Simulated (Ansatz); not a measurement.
A nudged elastic band was laid between two geometries of ClHOZn + H4Si (9 atoms, charge 0, multiplicity 1).

Computed with RKS B3LYP-D4/def2-SVP (Ansatz).

```yaml
movable_images: 7
climbing_image: yes
spring: 5.0 eV/Å²
optimiser: quadratic models (default)
start_path: through a guess of the saddle point
force_threshold: 0.05 eV/Å
iteration_limit: 60
end_points: relaxed
```

Initial state:

```xyz
9
Properties=species:S:1:pos:R:3
Zn 0.492 -0.028 0.439
Cl 1.878 -0.038 2.033
O -0.608 0.069 -0.972
H -0.362 -0.450 -1.748
Si -2.758 -0.548 0.924
H -2.576 -1.802 0.148
H -3.731 -0.809 2.027
H -3.243 0.585 0.099
H -1.466 -0.187 1.609
```

Final state:

```xyz
9
Properties=species:S:1:pos:R:3
Zn -0.813 -0.418 -0.402
Cl 0.509 0.437 2.059
O 0.744 -0.262 -1.277
H 0.705 -0.468 -2.220
Si -2.898 -0.627 0.669
H -3.886 -1.510 -0.025
H -2.713 -1.190 2.049
H -3.556 0.705 0.857
H -0.466 0.124 2.849
```

Q: Which bonds break or form, and what moves?

A: Bonds broken: Zn1–Cl2, Si5–H9. Bonds formed: Zn1–Si5, Cl2–H9. ClHOZn + H4Si becomes ClH + H4OSiZn.

Q: Give the energies along the band, and the barrier.

A: It converged. The highest image is number 5 of 0 to 8, 176.6 kJ/mol above the first end and 79.3 kJ/mol above the last; the last end lies 97.3 kJ/mol above the first. A vibrational analysis at the climbing image gives one clearly imaginary mode, 943i cm⁻¹: a first-order saddle point. The orbitals stay closed-shell, which can raise the energy where a bond breaks towards radicals; this wasn't checked here.

```tsv
image	path coordinate (Å)	energy (kJ/mol)	Zn1–Cl2 (Å)	Si5–H9 (Å)	Zn1–Si5 (Å)
0	0.00	0.0	2.11	1.51	3.33
1	0.73	4.5	2.11	1.50	3.48
2	1.45	13.5	2.12	1.49	3.63
3	2.18	21.2	2.13	1.49	3.55
4	2.90	71.5	2.19	1.53	3.02
5	3.63	176.6	2.42	1.92	2.56
6	4.58	112.6	2.80	2.59	2.37
7	5.54	97.3	2.89	3.33	2.36
8	6.49	97.3	2.92	3.35	2.35
```

Q: What is the geometry of the highest image?

A: 
```xyz
9
Properties=species:S:1:pos:R:3:forces:R:3
Zn -0.332 -0.220 0.065 0.01 0.00 -0.01
Cl 0.572 -0.130 2.304 0.00 0.00 0.00
O 0.587 -0.084 -1.465 -0.02 0.00 0.01
H 0.021 -0.152 -2.246 0.01 0.00 0.00
Si -2.691 -0.528 1.002 0.00 0.00 0.00
H -3.107 -1.802 0.346 0.00 0.00 0.00
H -3.079 -0.593 2.442 0.00 0.00 0.00
H -3.412 0.619 0.375 0.00 0.00 0.00
H -0.933 -0.318 1.736 0.00 0.01 0.00
```

Q: What are the harmonic wavenumbers there?

A: 943i, 57, 105, 115, 152, 238, 279, 293, 307, 475, 671, 720, 779, 864, 927, 936, 1260, 2206, 2220, 2222, 3831 cm⁻¹.

The band took 30 iterations and about 8 core-minutes.

Run time: 4.3 min on 2 threads of AMD EPYC 9R45 96-Core Processor (Zen 5), on a shared host, peak memory 0.27 GiB.
